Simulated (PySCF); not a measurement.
Simulation results for AlB2H4O, AlBFH3O, AlBH3O2

Calculation on a computer-drawn molecule: the log of a Hartree-Fock and frozen-core CCSD(T) single point meant for a local Hartree-Fock minimum, with one planted fault or none, to be diagnosed. Offsets are logged minus clean, where the clean run is the same molecule without the fault. The reference is restricted for singlets and unrestricted otherwise, and also for a bond in bohr or an excited solution. Adding or removing an electron swaps singlet and doublet. The excited solution moves the top pair (singlet) or top alpha electron (doublet) to the lowest empty orbital. Highest occupied and lowest empty are orbital energies over both spins, largest force is the largest gradient component, triples share is (T) over the correlation energy, the T1 limit is 0.02 restricted and 0.045 unrestricted, electrons count all cores, a negative frequency is imaginary (commonest isotopes), and the dipole is about the centre of nuclear charge. Program: PySCF 2.14.0.

Common to all runs: meant multiplicity 1; logged SCF converged yes; logged CC converged yes; logged SCF stable within its kind yes; possible faults no fault, one electron removed, one electron added, multiplicity raised by two, geometry at a saddle point, SCF held on an excited solution, minimal basis STO-3G, one bond length entered in bohr, all coordinates scaled.

```json
{"entry": 1, "formula": "AlB2H4O", "logged_structure": {"atoms_angstrom": [["B", -1.7382, -3.3982, 0.4099], ["O", -1.0852, -2.4875, -0.411], ["Al", -0.3215, -1.4228, -1.3653], ["B", 0.705, 0.0076, -2.644], ["H", -2.7777, -3.0656, 0.8892], ["H", -1.2195, -4.4569, 0.5854], ["H", 0.4658, -0.044, -3.8053], ["H", 1.4495, 0.7633, -2.1119]]}, "given": {"meant_charge": 1, "meant_basis": "cc-pV(D+d)Z", "logged_electrons": 34, "logged_basis_functions": 28, "logged_spin_squared": 0.0, "logged_highest_occupied [eV]": -14.259, "logged_lowest_empty [eV]": -0.62406, "logged_largest_force [hartree/bohr]": 0.027442, "logged_T1_diagnostic": 0.023609, "logged_D1_diagnostic": 0.077114, "logged_triples_share": 0.045036, "logged_dipole_magnitude [debye]": 4.2767, "logged_energy_HF [hartree]": -363.82079, "logged_energy_CCSD(T) [hartree]": -364.0026, "drawn_bonds_atom": [1, 2, 3, 1, 1, 4, 4], "drawn_bonds_other_atom": [2, 3, 4, 5, 6, 7, 8], "drawn_bonds_order": [1, 1, 1, 1, 1, 1, 1]}, "results": {"planted_fault": "minimal basis STO-3G", "HF_energy_offset_from_clean_run [kcal/mol]": 2796, "CCSD(T)_energy_offset_from_clean_run [kcal/mol]": 2952}, "notes": ["T1 above single-reference limit"]}
{"entry": 2, "formula": "AlB2H4O", "logged_structure": {"atoms_angstrom": [["B", -1.7382, -3.3982, 0.4099], ["O", -0.5042, -1.6772, -1.1414], ["Al", 0.2595, -0.6125, -2.0956], ["B", 1.286, 0.8179, -3.3743], ["H", -2.7777, -3.0656, 0.8892], ["H", -1.2195, -4.4569, 0.5854], ["H", 1.0468, 0.7663, -4.5356], ["H", 2.0305, 1.5736, -2.8423]]}, "given": {"meant_charge": 1, "meant_basis": "cc-pV(D+d)Z", "logged_electrons": 34, "logged_basis_functions": 85, "logged_spin_squared": 0.0, "logged_highest_occupied [eV]": -15.313, "logged_lowest_empty [eV]": -4.2336, "logged_largest_force [hartree/bohr]": 0.025243, "logged_T1_diagnostic": 0.02758, "logged_D1_diagnostic": 0.074087, "logged_triples_share": 0.031026, "logged_dipole_magnitude [debye]": 4.6678, "logged_energy_HF [hartree]": -368.10283, "logged_energy_CCSD(T) [hartree]": -368.54523, "drawn_bonds_atom": [1, 2, 3, 1, 1, 4, 4], "drawn_bonds_other_atom": [2, 3, 4, 5, 6, 7, 8], "drawn_bonds_order": [1, 1, 1, 1, 1, 1, 1]}, "results": {"planted_fault": "one bond length entered in bohr, row 1 of the drawn bonds", "HF_energy_offset_from_clean_run [kcal/mol]": 108.9, "CCSD(T)_energy_offset_from_clean_run [kcal/mol]": 101.2}}
{"entry": 3, "formula": "AlB2H4O", "logged_structure": {"atoms_angstrom": [["B", -1.7382, -3.3982, 0.4099], ["O", -1.0852, -2.4875, -0.411], ["Al", -0.3215, -1.4228, -1.3653], ["B", 0.705, 0.0076, -2.644], ["H", -2.7777, -3.0656, 0.8892], ["H", -1.2195, -4.4569, 0.5854], ["H", 0.4658, -0.044, -3.8053], ["H", 1.4495, 0.7633, -2.1119]]}, "given": {"meant_charge": 1, "meant_basis": "cc-pV(D+d)Z", "logged_electrons": 34, "logged_basis_functions": 85, "logged_spin_squared": 2.0051, "logged_highest_occupied [eV]": -13.879, "logged_lowest_empty [eV]": -8.0714, "logged_largest_force [hartree/bohr]": 0.023902, "logged_T1_diagnostic": 0.021519, "logged_D1_diagnostic": 0.079193, "logged_triples_share": 0.024913, "logged_dipole_magnitude [debye]": 3.6107, "logged_energy_HF [hartree]": -368.15598, "logged_energy_CCSD(T) [hartree]": -368.57527, "drawn_bonds_atom": [1, 2, 3, 1, 1, 4, 4], "drawn_bonds_other_atom": [2, 3, 4, 5, 6, 7, 8], "drawn_bonds_order": [1, 1, 1, 1, 1, 1, 1]}, "results": {"planted_fault": "multiplicity raised by two", "HF_energy_offset_from_clean_run [kcal/mol]": 75.52, "CCSD(T)_energy_offset_from_clean_run [kcal/mol]": 82.33}}
{"entry": 4, "formula": "AlBFH3O", "logged_structure": {"atoms_angstrom": [["B", -2.1159, 0.2883, 0.4055], ["O", -0.9363, -0.2335, 0.0314], ["Al", 0.4582, -1.0169, -0.4545], ["F", 0.3177, -2.5747, -0.9713], ["H", -2.7924, 0.8727, -0.4021], ["H", -2.4836, 0.174, 1.5471], ["H", 1.8511, -0.3291, -0.4327]]}, "given": {"meant_charge": 0, "meant_basis": "cc-pV(D+d)Z", "logged_electrons": 37, "logged_basis_functions": 80, "logged_spin_squared": 0.7761, "logged_highest_occupied [eV]": -18.467, "logged_lowest_empty [eV]": -8.6844, "logged_largest_force [hartree/bohr]": 0.093553, "logged_T1_diagnostic": 0.044696, "logged_D1_diagnostic": 0.2557, "logged_triples_share": 0.021453, "logged_dipole_magnitude [debye]": 7.0339, "logged_energy_HF [hartree]": -442.44544, "logged_energy_CCSD(T) [hartree]": -442.98122, "drawn_bonds_atom": [1, 2, 3, 1, 1, 3], "drawn_bonds_other_atom": [2, 3, 4, 5, 6, 7], "drawn_bonds_order": [1, 1, 1, 1, 1, 1]}, "results": {"planted_fault": "one electron removed", "HF_energy_offset_from_clean_run [kcal/mol]": 239.4, "CCSD(T)_energy_offset_from_clean_run [kcal/mol]": 250.0}}
{"entry": 5, "formula": "AlBH3O2", "logged_structure": {"atoms_angstrom": [["B", -2.0272, -2.4457, -1.7656], ["O", -2.0226, -1.3014, -1.123], ["Al", -1.5074, -0.4566, 0.3374], ["O", -0.0024, -0.3913, 0.9156], ["H", -2.2888, -2.4848, -2.9575], ["H", -1.8003, -3.5077, -1.2114], ["H", -2.8427, 0.2355, 0.9095]]}, "given": {"meant_charge": -1, "meant_basis": "aug-cc-pV(D+d)Z", "logged_electrons": 37, "logged_basis_functions": 128, "logged_spin_squared": 0.7565, "logged_highest_occupied [eV]": -11.348, "logged_lowest_empty [eV]": 0.3208, "logged_largest_force [hartree/bohr]": 0.11017, "logged_T1_diagnostic": 0.017794, "logged_D1_diagnostic": 0.058008, "logged_triples_share": 0.025889, "logged_dipole_magnitude [debye]": 1.24, "logged_energy_HF [hartree]": -418.17139, "logged_energy_CCSD(T) [hartree]": -418.71568, "drawn_bonds_atom": [1, 2, 3, 1, 1, 3], "drawn_bonds_other_atom": [2, 3, 4, 5, 6, 7], "drawn_bonds_order": [1, 1, 1, 1, 1, 1]}, "results": {"planted_fault": "one electron removed", "HF_energy_offset_from_clean_run [kcal/mol]": 34.89, "CCSD(T)_energy_offset_from_clean_run [kcal/mol]": 81.64}}
```
